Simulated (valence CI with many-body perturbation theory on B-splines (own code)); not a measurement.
The numbers below are computed, except where a source is named.
**From CI to CI+MBPT in Os27+**

Level of theory: relativistic CI+MBPT: three valence electrons over a frozen Dirac-Fock core [Kr] 4d10, a basis of 8 s, 8 p, 9 d, 9 f, 6 g, 3 h, 2 i functions for each j, with the one-electron correlation potential Σ1, the two-electron term Σ2, the three-electron term Σ3, Breit, model QED; selected CI, second order for the rest (own B-spline code, finite nucleus).

The last digits are not significant, and no measured levels were compared; by estimate large intervals hold to a few tenths of a per cent, small ones and those within an open d or f shell to about a per cent. Core correlation moves these levels by up to 50000 cm⁻¹, and in measured spectra 5 to 20 % of such shifts remained as error; rates that hang on mixing are uncertain with them.

Each rung adds one term. CI alone is the Dirac-Coulomb CI over the frozen core; QED comes last and gives the full result, which names the levels. Energies are above 4f³ ⁴I°_9/2 on the same rung, in cm⁻¹.

Names give the largest LS component (configuration and term), which can be under half, so a name can repeat, a term be missing and a line seem to break the LS rules; names also repeat where a configuration has a term twice. Letters in brackets count levels of one name in rising energy.

| Level | CI alone | Σ1 | Σ2 | Σ3 | Breit | QED | Full |
| --- | --- | --- | --- | --- | --- | --- | --- |
| 4f³ ⁴I°_11/2 | 25255 | +575 | +789 | +70 | -1523 | +121 | 25287 |
| 4f³ ⁴F°_3/2 | 39249 | +160 | -2891 | +269 | +703 | +9.3 | 37499 |
| 4f³ ⁴I°_13/2 | 46186 | +930 | +991 | +90 | -2780 | +189 | 45607 |
| 4f³ ²H°_9/2 [a] | 51133 | +586 | -179 | -361 | -1106 | +104 | 50177 |
| 4f³ ⁴F°_5/2 | 55972 | +467 | -2482 | +90 | +37 | +69 | 54153 |
| 4f³ ⁴S°_3/2 | 62060 | +703 | -1867 | +1034 | -579 | +124 | 61475 |
| 4f³ ⁴F°_7/2 | 63993 | +718 | -1023 | -315 | -1146 | +127 | 62354 |
| 4f³ ⁴I°_15/2 | 63838 | +1149 | +862 | +52 | -3756 | +227 | 62371 |
| 4f³ ⁴G°_5/2 | 64892 | +556 | -2882 | +147 | -251 | +90 | 62552 |
| 4f³ ⁴G°_7/2 | 76850 | +831 | -2542 | +169 | -861 | +143 | 74590 |
| 4f³ ⁴F°_9/2 | 83332 | +1191 | -701 | -101 | -2303 | +225 | 81643 |
| 4f³ ²K°_13/2 | 83943 | +995 | -376 | -88 | -2605 | +183 | 82052 |
| 4f³ ²H°_11/2 [a] | 84811 | +1127 | -566 | +93 | -2508 | +204 | 83160 |
| 4f³ ²D°_3/2 [a] | 91911 | +1003 | -3254 | +636 | -907 | +164 | 89554 |
| 4f³ ²P°_1/2 | 93364 | +850 | -3390 | +1185 | -614 | +131 | 91526 |
| 4f³ ²G°_7/2 [a] | 94706 | +1279 | -448 | -333 | -2103 | +240 | 93340 |
| 4f³ ⁴G°_9/2 | 97549 | +1194 | -2040 | +63 | -2150 | +217 | 94833 |
| 4f³ ²L°_15/2 [a] | 99860 | +1181 | -1409 | +99 | -3454 | +213 | 96491 |
| 4f³ ²D°_5/2 [a] | 100010 | +778 | -3970 | +567 | -215 | +105 | 97275 |
| 4f³ ²H°_11/2 [b] | 107869 | +1095 | -2198 | -213 | -2404 | +192 | 104342 |
| 4f³ ²D°_3/2 [b] | 109065 | +1040 | -2968 | +832 | -1182 | +184 | 106971 |
| 4f³ ²D°_5/2 [b] | 113249 | +1304 | -1958 | +335 | -2045 | +243 | 111129 |
| 4f³ ⁴G°_11/2 | 119733 | +1440 | -2200 | +515 | -3086 | +261 | 116664 |
| 4f³ ²H°_9/2 [b] | 120548 | +1630 | -1484 | -84 | -2912 | +288 | 117987 |
| 4f³ ⁴D°_1/2 | 125090 | +1356 | -3542 | +935 | -1796 | +241 | 122284 |
| 4f³ ²I°_13/2 | 131589 | +1411 | -2607 | +938 | -3491 | +247 | 128088 |
| 4f³ ⁴D°_7/2 | 133188 | +1318 | -4685 | +347 | -1631 | +221 | 128759 |
| 4f³ ²D°_3/2 [c] | 131784 | +1584 | -3294 | +780 | -2130 | +277 | 129002 |
| 4f³ ²L°_15/2 [b] | 134154 | +1670 | -1188 | +52 | -4245 | +315 | 130757 |
| 4f³ ²L°_17/2 | 137952 | +1455 | -3280 | +255 | -4460 | +254 | 132177 |
| 4f³ ²H°_9/2 [c] | 137244 | +1528 | -2141 | -199 | -2921 | +291 | 133801 |

The middle columns are the shifts that each term adds.

How does the ionisation energy move along the ladder, and which term matters most?

CI alone 888.31, + Σ1 891.97, + Σ2 898.16, + Σ3 898.19, + Breit 898.12, + QED 898.18 eV. The largest step is Σ2, 6.19 eV. NIST lists 920 ± 50 eV (theoretical).
